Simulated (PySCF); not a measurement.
## Core-level binding energies of monofluorogermane

Compound: monofluorogermane, FGeH3.
Geometry (PBE0-D3(BJ)/def2-SVP, Å), atoms numbered from 1 in this order:
```xyz
5
FGeH3 angstrom
F      1.6307   -0.4007    0.0804
Ge    -0.0639   -0.0015   -0.0243
H     -0.1536    1.3385   -0.7691
H     -0.5831    0.1013    1.4170
H     -0.7381   -1.1423   -0.8005
```

Computed with delta-SCF UKS SCAN, pcX-2 on the ionised atom, pcseg-1 elsewhere, spin-free X2C in PySCF 2.14.0. Each binding energy is the total energy of the core-ionised species, with the hole localised on one atom, minus that of the ground state; both are solved self-consistently, so orbital relaxation is included.

Give the core binding energies atom by atom.

```csv
atom(s),environment,level,binding energy (eV),count
F1,fluorine bonded to Ge,F 1s,691.48,1
```

What is the longest wavelength that can ionise F 1s of F1 vertically?

λ = hc/E = 12398.42 eV Å / 691.48 eV = 17.930 Å.

No level of germanium is listed. Geometry: PBE0-D3(BJ)/def2-SVP; no solvent, vibrations or thermal averaging.
